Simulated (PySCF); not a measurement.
## C7H7O: g tensor and hyperfine couplings

Species: C₇H₇O (doublet state).
Geometry (GFN2-xTB, Å), atoms numbered from 1 in this order:
```
atom  x, y, z in Å
C1     3.330   -0.927   -0.296
C2     2.172   -0.944   -0.648
C3     0.861   -0.979   -1.068
C4    -0.179   -0.289   -0.414
C5     0.030    0.459    0.679
C6     0.260    1.171    1.730
O7    -1.422   -0.441   -0.980
C8    -2.471    0.235   -0.339
H9     4.334   -0.915    0.007
H10    0.605   -1.559   -1.940
H11    0.219    0.758    2.730
H12    0.522    2.220    1.673
H13   -3.373    0.006   -0.905
H14   -2.590   -0.105    0.696
H15   -2.303    1.317   -0.335
```

The hyperfine couplings belong to this conformer and change with its torsions.

The species is `C#C/C=C(\[C]=C)OC` [radical].

The calculation used UKS B3LYP, pcH-1 on C H O, non-relativistic, mean-field spin-orbit, GIAO (PySCF). Isolated species at its GFN2-xTB geometry (one conformer only). A GFN2-xTB geometry isn't a minimum of the functional, and hyperfine couplings can be far from their values at a DFT geometry. No stability test was run, so a lower SCF solution isn't excluded. ⟨S²⟩ is 0.779 where a pure state has 0.75.

```
g1, g2, g3                      : 2.00217, 2.00218, 2.00286
g_iso                           : 2.00240
Form of g                       : close to axial: the two nearest values differ by 2 % of g3 − g1
⟨S²⟩                            : 0.7790 (exact 0.7500)
α and β electrons               : 29, 28
HOMO–LUMO gap, α and β orbitals : 4.86, 3.77 eV
Total energy                    : -346.02791 Eh
```

Hyperfine couplings atom by atom, in 10⁻⁴ cm⁻¹; T1 to T3 are the principal values of the dipolar part; ρ(0) is the spin density at the nucleus (1 × 10⁻⁴ cm⁻¹ = 2.998 MHz):

```tsv
atom	isotope	a_iso	T1	T2	T3	Mulliken spin population	ρ(0) (bohr⁻³)
C1	13C	10.1	-10.2	-7.5	17.7	0.38	0.0269
C2	13C	-16.5	-5.5	-0.1	5.6	-0.19	-0.0440
C3	13C	18.2	-16.8	-16.2	33.0	0.62	0.0485
C4	13C	-15.7	-7.4	3.2	4.3	-0.18	-0.0418
C5	13C	12.7	-13.6	-10.0	23.6	0.45	0.0338
C6	13C	-10.3	-2.5	0.7	1.9	-0.09	-0.0275
O7	17O	1.3	-1.8	-1.2	3.0	-0.01	-0.0066
C8	13C	0.1	-0.2	0.1	0.2	0.00	0.0003
H9	1H	-9.5	-4.5	-0.5	5.0	-0.02	-0.0064
H10	1H	-14.2	-7.8	-0.2	8.0	-0.03	-0.0095
H11	1H	28.5	-0.8	-0.6	1.4	0.04	0.0191
H12	1H	28.5	-0.8	-0.6	1.4	0.04	0.0191
H13	1H	0.1	-0.2	-0.2	0.4	0.00	0.0000
H14	1H	-0.3	-0.6	-0.5	1.0	0.00	-0.0002
H15	1H	-0.3	-0.6	-0.5	1.0	0.00	-0.0002
```

The largest Mulliken spin populations are on C3 (+0.62), C5 (+0.45), C1 (+0.38) and C2 (-0.19). Three atoms exceed +0.15. The angles at C3 add up to 360.0°, so it is planar; its axial dipolar tensor and the negative coupling of its proton fit spin in a p orbital normal to that plane.

The SMILES `C#C/C=C(\[C]=C)OC` draws the unpaired electron on C5, whose computed spin population is only +0.45.

Axes: g3 points within 12° of the C1–H9 bond.

Under fast tumbling the dipolar parts average out, and these isotropic splittings remain: 2 × 1H (H11/H12, I = 1/2, 3 lines) with 3.05 mT, 1 × 1H (H10, I = 1/2, 2 lines) with 1.52 mT and 1 × 1H (H9, I = 1/2, 2 lines) with 1.02 mT.

The 13C coupling of C3 (54.5 MHz) shows only in satellite lines or after enrichment, since that isotope makes up about 1.07 % of natural carbon.
